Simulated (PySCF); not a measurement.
**Pr⁴⁷⁺: ionisation energy**

Pr⁴⁷⁺ [Ne] 3s2 (1S) → Pr⁴⁸⁺ [Ne] 3s1 (2S), as a difference of total energies. All numbers are calculated (PySCF 2.14, the spin-free X2C one-electron Hamiltonian (Gaussian nucleus), in an even-tempered Gaussian basis (18 s from 10 bohr⁻², ratio 2.5; 12 p from 14 bohr⁻², ratio 2.5; 4 d from 50 bohr⁻², ratio 2.7; 4 f from 75 bohr⁻², ratio 2.7)). Correlated levels: outer shells: 1s2 frozen; virtual orbitals above 40 to 60 times the deepest correlated orbital energy dropped. The calculations carry no spin-orbit coupling.

```csv
method,ionisation energy (eV)
UHF,4031.1
MP2 (outer shells),4034.5
SCS-MP2 (outer shells),4034.9
CCSD (outer shells),4035.1
CCSD(T) (outer shells),4035.1
```

Problem. How much does correlation contribute at CCSD(T) (outer shells)?

Solution. 4035.1 − (4031.1) = 4.0 eV, measured against UHF.

Breit and QED terms and the two-electron picture change are absent.

For comparison: 4030 ± 4 eV (theoretical estimate listed by NIST; NIST Atomic Spectra Database, ionization energies).
